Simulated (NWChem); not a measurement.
System: LiCl; SMILES [Li][Cl]

All runs: NWChem. Pople sets run with spherical d functions. Each level has its own optimisation; frequencies are unscaled.

Problem. Order these by “r Cl–Li (Å)”, lowest first: PBE/6-31G*; PBE/3-21G; PBE/6-311++G**; PBE/STO-3G.

Solution. PBE/STO-3G (1.944), PBE/6-311++G** (2.029), PBE/6-31G* (2.061), PBE/3-21G (2.096)
